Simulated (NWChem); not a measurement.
Molecule: CH₅AlFNO; SMILES C[O][Al]([NH2])[F]

```xyz
10

Al    -0.0132    -0.5026     0.0008
F     -1.6372    -0.8637     0.0000
O      0.5055     1.0982     0.0030
C      0.0126     2.3944    -0.0020
H      0.3665     2.9445    -0.8925
H     -1.0924     2.4366    -0.0033
H      0.3647     2.9504     0.8856
N      1.1535    -1.8130    -0.0011
H      0.9158    -2.7971    -0.0037
H      2.1582    -1.6875    -0.0009
```
Atoms are numbered in this order, from 1.

Computed with NWChem. Pople sets run with spherical d functions. All runs use the structure optimised with PBE0/def2-SVP. Level SCAN/6-31G*: energy and gradient on several grids; changes count from the extra-fine grid, which is no exact limit either.

```csv
grid,size of the energy change (μHa),largest change of a gradient component (μHa/bohr),"time, medium = 1 (rough)"
xcoarse,3000,5000,about 1
coarse,10000,1000,about 1
medium,9000,1000,about 1
fine,1000,700,about 1
xfine,< 10,< 30,3
```
